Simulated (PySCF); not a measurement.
C2H6OZn (SMILES C[CH2][Zn][OH]), singlet, geometry from GFN2-xTB (such geometries of metal compounds can be far from the true shape). Base run: PBE/3-21G (PySCF).

Here is a job for PySCF.
```python
from pyscf import gto, scf, dft

mol = gto.Mole()
mol.atom = '''
    Zn    0.513365    0.042684    0.359478
    C    -0.189851   -1.054980   -1.177375
    C    -1.572895   -0.532296   -1.543720
    H    -0.257144   -2.105205   -0.903941
    H     0.466645   -0.988352   -2.041362
    H    -1.532740    0.508640   -1.859118
    H    -2.260930   -0.608068   -0.703731
    H    -1.982572   -1.118577   -2.368595
    O     0.037346    1.342675    1.410848
    H     0.443510    1.813301    2.132200
'''
mol.basis = '3-21g'
mol.charge = 0
mol.spin = 0
mol.verbose = 4
mol.build()

mf = dft.RKS(mol)
mf.xc = 'pbe'
mf.kernel()
```

Variants of this job, named by their change:

```
change                                                                                        basis functions       E (Eh)  HOMO (eV)  HOMO-LUMO gap (eV)  dipole (D)
--------------------------------------------------------------------------------------------  ---------------  -----------  ---------  ------------------  ----------
base                                                                                                       66  -1924.28941      -5.58                4.06        1.52
basis = x2c-TZVPall; relativity = spin-free X2C                                                           177  -1950.66140      -6.26                4.52        1.55
basis = ANO-RCC-VDZP; relativity = none                                                                   106  -1924.94633      -6.17                4.38        1.65
basis = cc-pVDZ-DK; relativity = spin-free X2C                                                            115  -1950.61648      -6.13                4.37        1.26
basis = x2c-TZVPall; relativity = spin-free X2C; nucleus = Gaussian (with mol.nucmod = 'G')               177  -1950.65368      -6.26                4.52        1.55
basis = cc-pVDZ-DK; relativity = spin-free X2C; nucleus = Gaussian (with mol.nucmod = 'G')                115  -1950.60759      -6.13                4.37        1.26
basis = x2c-TZVPall; relativity = none                                                                    177  -1927.50230      -6.16                4.44        1.66
basis = cc-pVDZ-DK; relativity = none                                                                     115  -1924.91784      -6.06                4.31        1.37
basis = ANO-RCC-VDZP; relativity = spin-free X2C                                                          106  -1950.65930      -6.23                4.48        1.59
basis = ANO-RCC-VDZP; relativity = spin-free X2C; nucleus = Gaussian (with mol.nucmod = 'G')              106  -1950.65041      -6.23                4.48        1.59
```

Absolute energies of different levels of theory aren't comparable as measures of quality.

Basis sets contracted for a relativistic Hamiltonian are a mismatch without it, so the rows without relativity aren't non-relativistic limits. No row has spin-orbit coupling; sets with core potentials leave out the core electrons.
